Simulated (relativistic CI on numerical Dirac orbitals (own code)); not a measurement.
# One change at a time: Pr⁵³⁺

Base calculation: Dirac-Coulomb-Breit CI, KLI orbitals optimised for each configuration, model QED, unscaled Slater integrals.

CI space (outside the closed core 1s2): 2s2 2p2, 2s 2p3, 2p4, 2p3 3s, 2p3 3p, 2p3 3d, 2s2 2p 3s, 2s2 2p 3p, 2s2 2p 3d, 2s 2p2 3s, 2s 2p2 3p, 2s 2p2 3d, 2s2 2p 4s, 2s2 2p 4p, 2s2 2p 4d, 2s2 2p 4f. Levels of other configurations are missing.

Variants: (1) valence Slater integrals scaled by 0.9; (2) one mean potential for all configurations. Shifts of the energy above 2s2 2p2 3P_0, in eV, for the lowest level and the first level of each name with at least 55 % of one term (blank where a level changes its place among those of its configuration and J or its character, or is not in the variant):

```tsv
Level	Base	Δ(1)	Δ(2)
2s2 2p2 3P_0	0.00	0.00	0.00
2s2 2p2 3P_1	498.74	+2.20	+0.06
2s2 2p2 1D_2	515.62	+0.16	+0.07
2s2 2p2 3P_2	1029.02	+1.66	+0.13
2s2 2p2 1S_0	1074.88	-2.28	+0.12
2s 2p3 3D°_3	1228.02	+2.78	+0.22
2s 2p3 3P°_0	1271.01	-0.63	+0.22
2s 2p3 1D°_2	1298.67	-3.94	+0.22
2s 2p3 3P°_1	1301.78	-4.09	+0.22
2p4 3P_2	1525.52	+0.04	+0.48
2p4 1S_0	1575.28	-4.62	+0.49
2p4 3P_1	2034.92	+1.61	+0.41
2p4 1D_2	2052.52	-0.56	+0.42
2p4 3P_0	2587.10	-1.65	+0.35
```

At this charge energies of transitions that change n are usually good to better than 1 %, and those within a shell (Δn = 0) to a few per cent.

Ionisation energy from the two ground configurations alone: base 10957.9 eV. The NIST ASD value (theoretical) is 10959 eV.

LS names give the leading component of a level, which can be under half, so a name can repeat, a term be missing and a line seem to break the LS rules.
